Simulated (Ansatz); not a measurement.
## Worked example: the barrier

An elementary step of Si2H6ClOF3, closed shell (SiH₂OF₂ ([OH][SiH]([F])[F]) + SiH₃F ([F][SiH3]) + HCl → SiHClOF₂ ([OH][Si]([F])([F])[Cl]) + SiH₄ + HF; bonds formed: Si1–Cl7, Si2–H8, H6–F9; bonds broken: Si1–H8, Si2–F9, H6–Cl7). “Start” is the structure reached by relaxing down from the saddle towards the reactants; PBE0-D4/def2-TZVP structures. The saddle:

Si1  (-0.898, 0.913, -0.308)
Si2  (0.975, -1.569, -0.069)
F3  (-1.076, 0.206, -1.754)
F4  (-2.117, 0.241, 0.446)
O5  (-0.962, 2.472, -0.762)
H6  (0.679, 0.175, 1.843)
Cl7  (-0.034, 1.643, 1.695)
H8  (0.456, 0.044, -0.192)
F9  (1.119, -0.784, 1.721)
H10  (2.215, -2.241, 0.381)
H11  (-0.293, -2.258, 0.224)
H12  (1.148, -1.429, -1.541)
H13  (-1.213, 2.587, -1.684)
(Å)

Program: Ansatz 0.2.0. Basis: def2-TZVPP and def2-QZVPP. Cores are frozen in the correlated methods.

Energies in eV:

| quantity | saddle | start |
| --- | --- | --- |
| Hartree–Fock, triple zeta (X = 3) | -38487.44693 | -38490.93688 |
| Hartree–Fock, quadruple zeta (X = 4) | -38488.79370 | -38492.30978 |
| MP2 correlation, X = 3 | -40.54296 | -39.40982 |
| MP2 correlation, X = 4 | -44.24310 | -43.05714 |
| CCSD(T) correlation, X = 3 | -43.09080 | -42.02457 |

(1) Work out the barrier at the basis limit: extrapolate Hartree–Fock as E(X) = E∞ + A exp(−7.88 √X) and the MP2 correlation as E(X) = E∞ + B X^−2.97 (the exponents that Neese and Valeev fitted for def2-TZVPP and QZVPP), then add CCSD(T) − MP2 in triple zeta.

No T1 diagnostic of these runs exceeds 0.012.

Answers

(1) Each step is linear, so take the differences first (saddle − start): Hartree–Fock 3.48995 (X = 3) and 3.51608 (X = 4); MP2 correlation -1.13314 and -1.18596; CCSD(T) correlation -1.06623.
Two points give E∞ = E(4) + w [E(4) − E(3)], with w = 1/(exp(7.88 (2 − √3)) − 1) = 0.1377 for Hartree–Fock and w = 1/((4/3)^2.97 − 1) = 0.7407 for the correlation.
Hartree–Fock: 3.51608 + 0.1377 × 0.02613 = 3.5197 eV.
MP2 correlation: -1.18596 + 0.7407 × (-0.05282) = -1.2251 eV.
CCSD(T) − MP2: -1.06623 − (-1.13314) = 0.0669 eV.
Sum: 3.5197 + (-1.2251) + 0.0669 = 2.3615 eV, or 54.46 kcal/mol. Plain CCSD(T) in triple zeta gives 2.4237 eV, so the larger basis shifts the result by -0.0622 eV.

Labels in which every atom is bracketed show which atoms are joined, not bond orders.

For scale, one of the runs: CCSD(T)/def2-TZVPP, 334 basis functions, launched by `ansatz run in.yaml --threads 4 --pin off --events-out ev --progress --plain --max-ram 66560MiB --backend cuda --devices 0, --max-vram 37GiB`. Time: 9 s of wall clock on 4 CPU threads of an AMD EPYC 7R13 and a share of one NVIDIA H100; the host was shared. Peak host memory: 0.86 GiB.
